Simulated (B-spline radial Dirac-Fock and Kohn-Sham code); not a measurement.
A summary of the ionisation energies of germanium (Z = 32) against charge, from relaxed Dirac-Fock hole states (ΔSCF) with Breit and QED corrections and a finite nucleus and from the NIST table. The largest relative steps of the computed values, from charge +5 on, come at Ge⁵⁺ (27 electrons left, 88.38 to 116.2 eV); Ge¹⁴⁺ (18 electrons left, 406.1 to 528.8 eV); Ge²²⁺ (10 electrons left, 879.7 to 2187.7 eV); Ge³⁰⁺ (2 electrons left, 3194.1 to 13555.8 eV). The median of |NIST − computed| / NIST over the 32 ions is 0.53 %.

| charge | computed (eV) | NIST (eV) |
| --- | --- | --- |
| 0 | 6.87 | 7.899435 |
| 2 | 32.19 | 34.0576 |
| 4 | 88.38 | 90.5 |
| 6 | 146.0 | 144.9 |
| 8 | 211.4 | 212.5 |
| 10 | 284.1 | 286 |
| 12 | 363.8 | 367 |
| 14 | 528.8 | 527.9 |
| 16 | 611.8 | 609.1 |
| 18 | 698.5 | 706.7 |
| 20 | 832.7 | 837.1 |
| 22 | 2187.7 | 2178.2 |
| 24 | 2448.0 | 2439 |
| 26 | 2719.8 | 2737.1 |
| 28 | 3066.3 | 3074 |
| 30 | 13555.8 | 13557.42 |
